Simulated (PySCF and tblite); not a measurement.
Values are calculated unless marked as measured or tabulated.
System: C₂H₁₀B₃N, numbered as in [BH2:1][N:2]([BH2:3])[B:4]([CH3:5])[CH3:6].

For the rotation about the B1–N2 bond (torsion H–B1–N2–B3 from 179° to 363°, rising): electronic barrier 8.17 kcal/mol, zero-point change -0.74 kcal/mol, thermal and entropy terms at 350 K a further 0.11 kcal/mol (symmetry numbers apart). The minimum is C2, the saddle C1. The path came from a restrained scan, a climbing-image band and a saddle search at GFN2-xTB; energies are PBE0/pcSseg-1 + D3(BJ)//PBE0-D3(BJ)/def2-SVP, thermal terms GFN2-xTB. Rates follow Eyring's equation with the number of equivalent paths and no tunnelling. Run with tblite and PySCF.

Question: How many equivalent paths lead out of the minimum?

Answer: 2: the symmetry number of the minimum is 2, that of the saddle displaced along its mode 1.

Question: Work out the rate at 350 K.

Answer: ΔG‡ = 7.54 kcal/mol; k_B T/h = 7.3×10¹² s⁻¹; exp(−ΔG‡/RT) = 2×10⁻⁵; times 2 gives k = 2.8×10⁸ s⁻¹. Wigner's tunnelling factor for the 194i cm⁻¹ mode would be 1.03.
